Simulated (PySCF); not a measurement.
## Correlation energy of Rh²⁺ (rhodium, charge +2)

[Kr] 4d6 5p1, one real determinant (an excited configuration). Computed with PySCF 2.14 in aug-cc-pVDZ-PP with ECP28MDF (5s5p4d2f, 54 functions), with a scalar-relativistic core potential. Frozen: 4s2 4p6; 7 electrons correlated.

| level | correlation energy (mhartree) |
| --- | --- |
| CCSD | -103.04 |
| (T) | -2.18 |
| CCSD(T) | -105.22 |

Diagnostics: T1 = 0.0067, D1 = 0.0217, largest double amplitude 0.112.

Is a single reference adequate?

Mostly. T1 lies below 0.03, but a double amplitude of this size points to a near-degeneracy that CCSD handles and MP2 describes poorly.

The reference is one real determinant that mixes LS terms of this configuration.
